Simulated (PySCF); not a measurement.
Delta-SCF ions had no search for a lower state. Excitations are Tamm–Dancoff values on a coarser integration grid. The basis has no diffuse functions, so Rydberg states are missing or too high.

# F$_{3}$Ga, SMILES `[F][Ga]([F])[F]` (charge 0, multiplicity 1)

Computed with PBE0-D4/def2-TZVP (PySCF 2.14.0).

- HOMO: -11.77 eV
- dipole moment: 0.00 D
- HOMO–LUMO gap: 9.42 eV
- LUMO: -2.34 eV
- S1 excitation (TDA): 7.55 eV
- S1 oscillator strength: 0.000
- brightest of the four lowest singlets (TDA): 7.83 eV
- T1 excitation (TDA): 7.17 eV
- S1–T1 gap (TDA): 0.39 eV
- vertical ionisation energy (Delta-SCF): 14.36 eV
- total energy: -2224.1030 Ha
- cost: about 60 core-seconds (a rough figure)

Bonded distances (Å): F1–Ga2 1.724, Ga2–F3 1.724, Ga2–F4 1.724. Bond angles (°): F1–Ga2–F3 120.0, F1–Ga2–F4 120.0, F3–Ga2–F4 120.0.
Charge 0, spin multiplicity 1.
